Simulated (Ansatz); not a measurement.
CH6BClOSi, singlet, geometry from GFN2-xTB.

Input for Ansatz (an electronic-structure program):
Ansatz 0.2 input:
```yaml
crystal:
  periodic: [false, false, false]
  atoms:
    - {symbol: B, position_ang: [0.08893790, -0.16038830, 0.10350785]}
    - {symbol: Cl, position_ang: [0.63402557, -0.79770754, 1.63943254]}
    - {symbol: O, position_ang: [0.29638456, -1.01120851, -0.89835390]}
    - {symbol: C, position_ang: [-0.02616945, -0.80374588, -2.24973581]}
    - {symbol: H, position_ang: [-0.48828634, 0.17413047, -2.41067897]}
    - {symbol: H, position_ang: [0.89069907, -0.87713262, -2.83799215]}
    - {symbol: H, position_ang: [-0.71450495, -1.59067751, -2.56439732]}
    - {symbol: Si, position_ang: [-0.73006793, 1.64837664, 0.01565362]}
    - {symbol: H, position_ang: [-0.80960340, 2.32343032, 1.30957594]}
    - {symbol: H, position_ang: [-2.09707569, 1.61738476, -0.53022064]}
    - {symbol: H, position_ang: [0.00253838, 2.55070469, -0.88808390]}
basis:
  gaussian:
    orbitals: pcseg-0.json
magnetization: {spin_polarized: false}
correlation: {method: mp2}
```
The basis file holds pcseg-0 in the JSON format of the Basis Set Exchange.

Problem. Estimate the MP2 correlation energy that MP2/pcseg-0 run with Ansatz returns for this input.

Solution. -0.3702 Eh

Problem. What total energy does MP2/pcseg-0 give?

Solution. -888.3787 Eh

Problem. Give the number of basis functions at the level MP2/pcseg-0.

Solution. 65
